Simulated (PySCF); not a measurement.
GaO, SMILES [O]=[Ga], multiplicity 2.

The structure is a stationary point at PBE0-D3(BJ)/def2-TZVPD.

Method: B3LYP/def2-TZVPD (PySCF).

The molecule is in vacuum.

```json
{
 "total_energy": "-2000.11486 hartree",
 "point_group": "C∞v",
 "α spin, highest occupied and lowest empty level": "-7.95 and -1.63 eV",
 "β spin, highest occupied and lowest empty level": "-7.78 and -4.78 eV",
 "dipole_moment": "3.78 D",
 "mean_static_polarisability": "41.4 bohr³ (6.13 Å³)",
 "polarisability_principal_values": "37.7, 37.7, 48.7 bohr³",
 "⟨S²⟩": "0.760 (pure state 0.75)"
}
```
